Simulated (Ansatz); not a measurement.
Geometry optimisation, RKS PBE-D4/def2-SVP in Ansatz 0.2.0.

The input (input.yaml):

```yaml
crystal:
  periodic: [false, false, false]
  atoms:
    - { symbol: O, position_ang: [-1.25688, 0.73535, -1.62592] }
    - { symbol: Si, position_ang: [-0.92599, 0.27543, -0.1003] }
    - { symbol: C, position_ang: [-2.21634, -0.50417, 1.01871] }
    - { symbol: C, position_ang: [-1.14359, -1.49478, 0.48604] }
    - { symbol: H, position_ang: [-0.58997, 0.72637, -2.30782] }
    - { symbol: H, position_ang: [0.11475, 1.17479, 0.32501] }
    - { symbol: H, position_ang: [-3.2276, -0.68331, 0.67509] }
    - { symbol: H, position_ang: [-2.20103, -0.34426, 2.08725] }
    - { symbol: H, position_ang: [-0.49666, -1.91824, 1.24088] }
    - { symbol: H, position_ang: [-1.51142, -2.26781, -0.17724] }
basis:
  gaussian: { orbitals: def2-SVP }
hamiltonian:
  xc: pbe
  dispersion: d4
relax:
  f_tol: 0.015
  max_steps: 40
```

Launched with:

```bash
$ ansatz run input.yaml --threads 1 --pin off --max-ram 2048MiB --backend cpu --events-out ev --progress --plain --runs-dir out
```

Problem. Where does it end, and by what steps?

Solution. It converged. After 6 steps the energy has fallen by 0.235 eV; H6 moved furthest, 0.20 Å.

| step | energy less start (eV) | largest force component (eV/Å) | accepted |
| --- | --- | --- | --- |
| 0 | 0.0000 | 1.525 | yes |
| 1 | -0.1918 | 0.680 | yes |
| 2 | -0.2253 | 0.208 | yes |
| 3 | -0.2331 | 0.121 | yes |
| 4 | -0.2343 | 0.034 | yes |
| 5 | -0.2345 | 0.016 | yes |
| 6 | -0.2345 | 0.008 | yes |

```xyz
10
Properties=species:S:1:pos:R:3
O -1.369 0.753 -1.624
Si -0.905 0.276 -0.080
C -2.205 -0.485 0.994
C -1.114 -1.489 0.479
H -0.698 0.592 -2.311
H 0.179 1.123 0.509
H -3.218 -0.620 0.575
H -2.226 -0.284 2.079
H -0.436 -1.916 1.239
H -1.465 -2.250 -0.240
```

Whether the end is a true minimum wasn't checked by a vibrational analysis.

The run took 37 s on 1 thread of Arm Neoverse N1, on a shared host, peak memory 0.13 GiB.
